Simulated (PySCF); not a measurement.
# ECD: `C1/C(C)=C\CC/C=C\C1`, C₉H₁₄

Molfile (atoms numbered from 1):
```
C9H14
     RDKit          3D

 23 23  0  0  0  0  0  0  0  0999 V2000
    2.7554   -0.1827   -0.8192 C   0  0  0  0  0  0  0  0  0  0  0  0
    1.4686    0.0952   -0.1017 C   0  0  0  0  0  0  0  0  0  0  0  0
    0.8780    1.2979   -0.1633 C   0  0  0  0  0  0  0  0  0  0  0  0
   -0.4378    1.6764    0.4541 C   0  0  0  0  0  0  0  0  0  0  0  0
   -1.6724    1.1120   -0.2936 C   0  0  0  0  0  0  0  0  0  0  0  0
   -2.2520   -0.1416    0.3035 C   0  0  0  0  0  0  0  0  0  0  0  0
   -1.6778   -1.3488    0.3680 C   0  0  0  0  0  0  0  0  0  0  0  0
   -0.3147   -1.7327   -0.1391 C   0  0  0  0  0  0  0  0  0  0  0  0
    0.8603   -1.0768    0.6289 C   0  0  0  0  0  0  0  0  0  0  0  0
    3.5382   -0.5107   -0.1136 H   0  0  0  0  0  0  0  0  0  0  0  0
    2.6305   -1.0035   -1.5471 H   0  0  0  0  0  0  0  0  0  0  0  0
    3.1261    0.6997   -1.3601 H   0  0  0  0  0  0  0  0  0  0  0  0
    1.3771    2.0750   -0.7550 H   0  0  0  0  0  0  0  0  0  0  0  0
   -0.5078    2.7746    0.4727 H   0  0  0  0  0  0  0  0  0  0  0  0
   -0.4829    1.3501    1.5077 H   0  0  0  0  0  0  0  0  0  0  0  0
   -1.3924    0.9352   -1.3474 H   0  0  0  0  0  0  0  0  0  0  0  0
   -2.4612    1.8790   -0.3143 H   0  0  0  0  0  0  0  0  0  0  0  0
   -3.2490   -0.0448    0.7488 H   0  0  0  0  0  0  0  0  0  0  0  0
   -2.2492   -2.1436    0.8612 H   0  0  0  0  0  0  0  0  0  0  0  0
   -0.2241   -1.4737   -1.2094 H   0  0  0  0  0  0  0  0  0  0  0  0
   -0.2195   -2.8274   -0.0832 H   0  0  0  0  0  0  0  0  0  0  0  0
    0.5066   -0.7672    1.6262 H   0  0  0  0  0  0  0  0  0  0  0  0
    1.6454   -1.8297    0.8010 H   0  0  0  0  0  0  0  0  0  0  0  0
  1  2  1  0
  2  3  2  0
  3  4  1  0
  4  5  1  0
  5  6  1  0
  6  7  2  0
  7  8  1  0
  8  9  1  0
  9  2  1  0
  1 10  1  0
  1 11  1  0
  1 12  1  0
  3 13  1  0
  4 14  1  0
  4 15  1  0
  5 16  1  0
  5 17  1  0
  6 18  1  0
  7 19  1  0
  8 20  1  0
  8 21  1  0
  9 22  1  0
  9 23  1  0
M  END
```

Computed, not measured: PySCF 2.14.0, TDDFT CAM-B3LYP/def2-SVPD circular dichroism and optical rotation, one conformer, gas phase. Geometry: PBE0-D3(BJ)/def2-SVP.

No stereocentre is labelled: unless the shape is locked (an allene, a helicene, a hindered biaryl), the mirror image is equally populated and a measured rotation or CD is zero.

Task: Which excitations and rotatory strengths does the calculation give?

Result: Rotatory strengths R in 10⁻⁴⁰ esu² cm², velocity form and length form (origin at the centre of mass); f in length form.
```tsv
state	E (eV)	λ (nm)	f	R (velocity)	R (length)	main
1	6.12	203	0.003	+20.1	+21.7	HOMO→LUMO 0.77, HOMO→LUMO+1 0.10
2	6.50	191	0.001	-5.8	-6.7	HOMO→LUMO+1 0.72, HOMO→LUMO 0.10
3	6.73	184	0.064	+90.8	+88.5	HOMO→LUMO+2 0.57, HOMO−1→LUMO 0.15
4	6.79	182	0.063	-61.2	-58.9	HOMO→LUMO+3 0.36, HOMO−1→LUMO+1 0.29
5	7.11	174	0.454	-1.4	-1.3	HOMO−1→LUMO 0.62, HOMO→LUMO+2 0.13
6	7.26	171	0.040	+1.9	+2.8	HOMO→LUMO+4 0.66, HOMO→LUMO+3 0.09
7	7.29	170	0.026	+12.4	+12.9	HOMO−1→LUMO+2 0.83
8	7.39	168	0.037	+2.3	+1.7	HOMO→LUMO+5 0.67, HOMO→LUMO+7 0.09
9	7.55	164	0.010	+5.1	+4.6	HOMO−1→LUMO+3 0.24, HOMO→LUMO+3 0.23
10	7.62	163	0.015	-6.1	-5.8	HOMO−2→LUMO 0.54, HOMO−2→LUMO+1 0.09
11	7.68	162	0.014	+14.8	+14.4	HOMO−1→LUMO+1 0.31, HOMO→LUMO+8 0.11
12	7.78	159	0.020	-12.0	-13.1	HOMO→LUMO+6 0.22, HOMO→LUMO+7 0.18
```

Among the states computed, the strongest CD band (largest |R|) is state 3. The largest dissymmetry factor in size, g = 4R/(D+G), with D and G the electric and magnetic dipole strengths, is +0.075 for state 1 (velocity form, f = 0.002), among bands with |R| over 0.5. The mirror image has the same energies and oscillator strengths and all R with the opposite sign.
